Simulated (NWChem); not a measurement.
Everything below was run with NWChem. System: Cl$_{3}$NbO, charge 0, spin multiplicity 1, displaced from the optimised geometry. The structure started from a generated list of species.

Job file:

```
start mol
memory heap 200 mb stack 900 mb global 1100 mb
geometry units angstroms nocenter noautoz
  Nb     0.083985     0.210040     0.000000
  O      0.722690     1.807403     0.000000
  Cl    -1.217745    -0.037785     1.934134
  Cl    -1.217745    -0.037785    -1.934134
  Cl     1.892848    -1.281541     0.000000
  symmetry group Cs
end
basis spherical
  * library def2-svp
end
ecp
  Nb library def2-ecp
end
dft
  xc becke88 perdew86
  semidirect memsize 60000000 filesize 0
  iterations 100
  convergence nodiis damp 40
end
task dft gradient
```

The output up to the point where the run's verdict is printed (cleaned and shortened):

```
             Northwest Computational Chemistry Package (NWChem) 7.3.0
             --------------------------------------------------------

                                NWChem Input Module
                                -------------------

 Scaling coordinates for geometry "geometry" by  1.889725989
 (inverse scale =  0.529177249)

 Turning off AUTOSYM since
 SYMMETRY directive was detected!

                             Geometry "geometry" -> ""
                             -------------------------

 Output coordinates in angstroms (scale by  1.889725989 to convert to a.u.)

  No.       Tag          Charge          X              Y              Z
 ---- ---------------- ---------- -------------- -------------- --------------
    1 Nb                  41.0000     0.08398500     0.21004000     0.00000000
    2 O                    8.0000     0.72269000     1.80740300     0.00000000
    3 Cl                  17.0000    -1.21774500    -0.03778500     1.93413400
    4 Cl                  17.0000    -1.21774500    -0.03778500    -1.93413400
    5 Cl                  17.0000     1.89284800    -1.28154100     0.00000000

 Effective nuclear repulsion energy (a.u.)     756.8166252396

            Nuclear Dipole moment (a.u.)
            ----------------------------
        X                 Y               Z
 ---------------- ---------------- ----------------
    -0.0000170075    -0.0000434637     0.0000000000

      Symmetry information
      --------------------

 Group name             Cs
 Group number              2
 Group order               2
 No. of unique centers     4

      Symmetry unique atoms

     1    2    3    5


 Summary of "ao basis" -> "" (spherical)
 ------------------------------------------------------------------------------
       Tag                 Description            Shells   Functions and Types
 ---------------- ------------------------------  ------  ---------------------
 *                          def2-svp                  on all atoms

 Summary of "ao basis" -> "ao basis" (spherical)
 ------------------------------------------------------------------------------
[...]
 d= 0,ls=0.5         52  -1155.9799461240 -9.89D+01  6.75D-01              10.6
 d= 0,ls=0.5         53  -1057.0890020352  9.89D+01  6.75D-01              10.8
 d= 0,ls=0.5         54  -1155.9799461240 -9.89D+01  6.75D-01              11.0
 d= 0,ls=0.5         55  -1057.0890020352  9.89D+01  6.75D-01              11.2
 d= 0,ls=0.5         56  -1155.9799461240 -9.89D+01  6.75D-01              11.4
 d= 0,ls=0.5         57  -1057.0890020352  9.89D+01  6.75D-01              11.6
 d= 0,ls=0.5         58  -1155.9799461240 -9.89D+01  6.75D-01              11.8
 d= 0,ls=0.5         59  -1057.0890020352  9.89D+01  6.75D-01              12.0
 d= 0,ls=0.5         60  -1155.9799461240 -9.89D+01  6.75D-01              12.2
 d= 0,ls=0.5         61  -1057.0890020352  9.89D+01  6.75D-01              12.5
 d= 0,ls=0.5         62  -1155.9799461240 -9.89D+01  6.75D-01              12.8
 d= 0,ls=0.5         63  -1057.0890020352  9.89D+01  6.75D-01              13.0
 d= 0,ls=0.5         64  -1155.9799461240 -9.89D+01  6.75D-01              13.3
 d= 0,ls=0.5         65  -1057.0890020352  9.89D+01  6.75D-01              13.6
 d= 0,ls=0.5         66  -1155.9799461240 -9.89D+01  6.75D-01              13.9
 d= 0,ls=0.5         67  -1057.0890020352  9.89D+01  6.75D-01              14.2
 d= 0,ls=0.5         68  -1155.9799461240 -9.89D+01  6.75D-01              14.5
 d= 0,ls=0.5         69  -1057.0890020352  9.89D+01  6.75D-01              14.8
 d= 0,ls=0.5         70  -1155.9799461240 -9.89D+01  6.75D-01              15.0
 d= 0,ls=0.5         71  -1057.0890020352  9.89D+01  6.75D-01              15.3
 d= 0,ls=0.5         72  -1155.9799461240 -9.89D+01  6.75D-01              15.6
 d= 0,ls=0.5         73  -1057.0890020352  9.89D+01  6.75D-01              15.9
 d= 0,ls=0.5         74  -1155.9799461240 -9.89D+01  6.75D-01              16.2
 d= 0,ls=0.5         75  -1057.0890020352  9.89D+01  6.75D-01              16.5
 d= 0,ls=0.5         76  -1155.9799461240 -9.89D+01  6.75D-01              16.8
 d= 0,ls=0.5         77  -1057.0890020352  9.89D+01  6.75D-01              17.1
 d= 0,ls=0.5         78  -1155.9799461240 -9.89D+01  6.75D-01              17.3
 d= 0,ls=0.5         79  -1057.0890020352  9.89D+01  6.75D-01              17.6
 d= 0,ls=0.5         80  -1155.9799461240 -9.89D+01  6.75D-01              17.9
 d= 0,ls=0.5         81  -1057.0890020352  9.89D+01  6.75D-01              18.2
 d= 0,ls=0.5         82  -1155.9799461240 -9.89D+01  6.75D-01              18.5
 d= 0,ls=0.5         83  -1057.0890020352  9.89D+01  6.75D-01              18.8
 d= 0,ls=0.5         84  -1155.9799461240 -9.89D+01  6.75D-01              19.1
 d= 0,ls=0.5         85  -1057.0890020352  9.89D+01  6.75D-01              19.4
 d= 0,ls=0.5         86  -1155.9799461240 -9.89D+01  6.75D-01              19.7
 d= 0,ls=0.5         87  -1057.0890020352  9.89D+01  6.75D-01              20.0
 d= 0,ls=0.5         88  -1155.9799461240 -9.89D+01  6.75D-01              20.3
 d= 0,ls=0.5         89  -1057.0890020352  9.89D+01  6.75D-01              20.6
 d= 0,ls=0.5         90  -1155.9799461240 -9.89D+01  6.75D-01              20.8
 d= 0,ls=0.5         91  -1057.0890020352  9.89D+01  6.75D-01              21.1
 d= 0,ls=0.5         92  -1155.9799461240 -9.89D+01  6.75D-01              21.4
 d= 0,ls=0.5         93  -1057.0890020352  9.89D+01  6.75D-01              21.7
 d= 0,ls=0.5         94  -1155.9799461240 -9.89D+01  6.75D-01              22.0
 d= 0,ls=0.5         95  -1057.0890020352  9.89D+01  6.75D-01              22.3
 d= 0,ls=0.5         96  -1155.9799461240 -9.89D+01  6.75D-01              22.6
 d= 0,ls=0.5         97  -1057.0890020352  9.89D+01  6.75D-01              22.9
 d= 0,ls=0.5         98  -1155.9799461240 -9.89D+01  6.75D-01              23.2
 d= 0,ls=0.5         99  -1057.0890020352  9.89D+01  6.75D-01              23.5
 d= 0,ls=0.5        100  -1155.9799461240 -9.89D+01  6.75D-01              23.8
```

The run did not converge; its last values are not results. The next line reads: Calculation failed to converge. NWChem stopped with the message: dft gradient failed.
